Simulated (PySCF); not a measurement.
YI at PBE0

Level: PBE0. basis Y def2-TZVPP with ECP28, I def2-TZVPP with ECP28; scalar-relativistic core potentials; PySCF 2.14.

```json
{
 "state": "³Π (triplet), unpaired electrons σ ↑, π ↑, a second solution, started from another occupation",
 "bond length": "2.834 Å",
 "harmonic wavenumber": "194 cm⁻¹",
 "force constant": "1.16 mdyn/Å",
 "rotational constant Be": "0.04016 cm⁻¹",
 "anharmonicity ωexe": "0.398 cm⁻¹",
 "vibration–rotation constant αe": "0.000116 cm⁻¹",
 "energy of the minimum from ground-state Y (4d1 5s2) + I": "-3.32 eV",
 "bond order (Mayer)": "1.26",
 "dipole moment (positive dipole means Y(−)I(+))": "-3.45 D"
}
```

These are scalar-relativistic numbers at best; spin–orbit coupling would shift them, the dissociation energy most.
